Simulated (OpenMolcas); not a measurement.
**Sb I: effect of the basis set**

```yaml
Program: OpenMolcas
Method: RASSCF
Active_space: 5 electrons in 9 orbitals (RAS2 5s 5p; RAS3 5d, at most 2 electrons)
State_averaging: 2S+1 = 4 odd, 1 root; 2S+1 = 2 odd, 8 roots; 2S+1 = 4 even, 3 roots; 2S+1 = 2 even, 5 roots (0 in the spin-orbit step)
Spin-orbit_coupling: state interaction with AMFI integrals over the reference wave functions, term energies averaged over their components
```

A. ANO-RCC-VTZP [7s6p4d2f1g], DKH2, point nucleus; cost roughly 22 core-seconds
B. ANO-R2 [7s6p4d2f1g], X2C, finite nucleus; cost about 26 core-seconds
C. ANO-RCC-VQZP [8s7p5d3f2g], DKH2, point nucleus; cost roughly 21 core-seconds

Energies in cm⁻¹ above 5s² 5p³ ⁴S°_3/2, the measured ground level; measured values from NIST Handbook of Basic Atomic Spectroscopic Data.

```tsv
Level	A	B	C	Measured
5s² 5p³ ⁴S°_3/2	0.0	0.0	0.0	0.0
5s² 5p³ ²D°_3/2	11819	11830	11813	8512
5s² 5p³ ²D°_5/2	12871	12902	12877	9854
5s² 5p³ ²P°_1/2	19888	19975	19872	16395
5s² 5p³ ²P°_3/2	21265	21375	21267	18464
5s 5p⁴ ⁴P_5/2	56388	56998	55160
```

Deviations, from unrounded energies. A percentage is the sum of absolute deviations over the sum of measured energies, with the sign that they share, or ± where signs differ.

```json
{"Against measurement": "mean absolute deviation (cm-1)", "Levels": "4", "A": "3200", "B": "3200", "C": "3200"}
{"Against measurement": "other terms of the ground configuration (%)", "Levels": "4", "A": "+23.7", "B": "+24.2", "C": "+23.7"}
```

A, B, C lie about equally close to measurement. The largest miss of C in the table is 5s² 5p³ ²P°_1/2, by +3500 cm-1. The ranking rests on the paired levels alone, and a cruder setting can come out closer through cancelling errors.

Among A to C the level of the table that moves most is 5s 5p⁴ ⁴P_5/2, by 1800 cm-1 (lowest in C, highest in B).

Some high roots are left out of the spin-orbit mixing, which shifts the levels that they would mix with. Active for correlation alone: 5d; no level in the range computed is led by a configuration that fills it, so any true level of that kind is missing. Some terms mix strongly with configurations of 5d, whose occupation reaches 0.17 (5s 5p⁴ ⁴P) (figures for A; the like holds for C). Computed and measured levels are paired by configuration, term and J; levels that our copy of the source lacks, or whose pairing is in doubt (as where it misses far off the trend of its configuration), stay unpaired and out of the deviations. Levels of configurations outside the active space are missing. Levels that lie high or do not pair safely by name in every column are left out.

° marks odd parity.
